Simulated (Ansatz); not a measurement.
Geometry optimisation, RKS B3LYP/def2-SVP in Ansatz.

Input file:

```yaml
crystal:
  periodic: [false, false, false]
  atoms:
    - { symbol: C, position_ang: [-1.7816, -0.1251, -0.7898] }
    - { symbol: Si, position_ang: [-0.5628, -1.3317, -0.3197] }
    - { symbol: Si, position_ang: [-1.63758, -3.20477, 0.51783] }
    - { symbol: C, position_ang: [-2.89407, -2.27336, 2.26846] }
    - { symbol: "N", position_ang: [-1.9378, -3.27535, 2.1394] }
    - { symbol: H, position_ang: [-2.5167, -0.4761, -1.5494] }
    - { symbol: H, position_ang: [-2.4028, 0.236, 0.0625] }
    - { symbol: H, position_ang: [-1.3352, 0.8321, -1.2415] }
    - { symbol: H, position_ang: [0.3211, -0.80665, 0.70824] }
    - { symbol: H, position_ang: [0.24705, -1.74498, -1.50191] }
    - { symbol: H, position_ang: [-2.75732, -3.71356, -0.33537] }
    - { symbol: H, position_ang: [-2.553, -1.24512, 2.12529] }
    - { symbol: H, position_ang: [-3.90236, -2.37464, 1.71939] }
    - { symbol: H, position_ang: [-1.16649, -3.11797, 2.70834] }
basis:
  gaussian: { orbitals: def2-SVP }
hamiltonian:
  xc: b3lyp
relax:
  f_tol: 0.015
  max_steps: 40
output:
  orbitals: {}
```

Command:

```bash
$ ansatz run input.yaml --threads 2 --pin off --max-ram 3072MiB --backend cpu --events-out ev --progress --plain --runs-dir out
```

Question: Where does it end, and by what steps?

Answer: The run converged. After 17 steps the energy has fallen by 2.198 eV; H13 moved furthest, 1.10 Å. Joined: Si3–C4.

| step | energy less start (eV) | largest force component (eV/Å) | accepted |
| --- | --- | --- | --- |
| 0 | 0.0000 | 3.459 | yes |
| 1 | -0.9503 | 2.663 | yes |
| 2 | -1.5302 | 1.297 | yes |
| 3 | -1.9043 | 0.929 | yes |
| 4 | -1.9954 | 1.494 | yes |
| 5 | -2.1063 | 0.646 | yes |
| 6 | -2.1430 | 0.306 | yes |
| 7 | -2.1766 | 0.115 | yes |
| 8 | -2.1823 | 0.103 | yes |
| 9 | -2.1854 | 0.050 | yes |
| 10 | -2.1886 | 0.071 | yes |
| 11 | -2.1909 | 0.132 | yes |
| 12 | -2.1934 | 0.135 | yes |
| 13 | -2.1957 | 0.082 | yes |
| 14 | -2.1967 | 0.057 | yes |
| 15 | -2.1973 | 0.035 | yes |
| 16 | -2.1975 | 0.022 | yes |
| 17 | -2.1975 | 0.012 | yes |

```xyz
14
Properties=species:S:1:pos:R:3
C -1.648 0.157 -1.313
Si -0.772 -1.135 -0.240
Si -2.222 -2.778 0.588
C -2.838 -2.562 2.339
N -1.833 -3.621 2.090
H -2.110 -0.312 -2.197
H -2.439 0.673 -0.746
H -0.929 0.913 -1.667
H -0.150 -0.486 0.957
H 0.328 -1.775 -1.026
H -2.982 -3.597 -0.396
H -2.520 -1.664 2.891
H -3.823 -2.927 2.662
H -0.942 -3.507 2.570
```

Whether the end is a true minimum wasn't checked by a vibrational analysis.

Time of the run: 67 s on 2 threads of Arm Neoverse V1, with other jobs on the host, peak memory 0.27 GiB.
